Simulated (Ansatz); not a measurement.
Basis sets compared for In(NH3)H3 (InNH6). The state is a singlet with charge 0. Geometry PBE-D4/def2-TZVP. Ansatz on 4 threads of Arm Neoverse V2 on a shared host; times are rough, and most runs start from earlier orbitals.

```xyz
8

In    0.487   -0.114   -1.182
N    -0.434    0.101    1.052
H    -1.189   -0.570    1.203
H    -0.810    1.039    1.204
H     0.284   -0.068    1.759
H     1.651    1.178   -1.019
H    -1.011    0.198   -2.023
H     1.023   -1.765   -0.994
```

In the def2 sets In takes a core potential; there is no spin–orbit coupling.

Binding counts from free atoms (In doublet, N quartet, H doublet) in the same basis, without a counterpoise term.

| level | functions | energy (Eh) | HOMO (eV) | LUMO (eV) | binding per atom (eV) | wall time |
| --- | --- | --- | --- | --- | --- | --- |
| PBE-D4/def2-SVP | 70 | -248.3434 | -6.03 | -0.95 | 2.63 | 0.4 s |
| PBE-D4/def2-TZVP | 117 | -248.4226 | -6.12 | -1.31 | 2.64 | 0.65 s |
| r2SCAN-D4/def2-TZVP | 117 | -248.5366 | -6.41 | -0.72 | 2.63 | 1.4 s |
| PBE0-D4/def2-SVP | 70 | -248.3563 | -7.22 | -0.17 | 2.61 | 0.6 s |
| PBE0-D4/def2-TZVP (with forces) | 117 | -248.4319 | -7.30 | -0.57 | 2.61 | 1.1 s |

**Question.** Estimate the rows for PBE-D4/def2-TZVPD, r2SCAN-D4/def2-TZVPD, PBE0-D4/def2-TZVPD.

**Answer.** 
```
               level  functions  energy (Eh)  HOMO (eV)  LUMO (eV)  binding per atom (eV)  wall time
   PBE-D4/def2-TZVPD        147    -248.4235      -6.15      -1.52                   2.64     0.85 s
r2SCAN-D4/def2-TZVPD        147    -248.5373      -6.43      -0.89                   2.64      1.8 s
  PBE0-D4/def2-TZVPD        147    -248.4325      -7.32      -0.83                   2.61      1.2 s
```
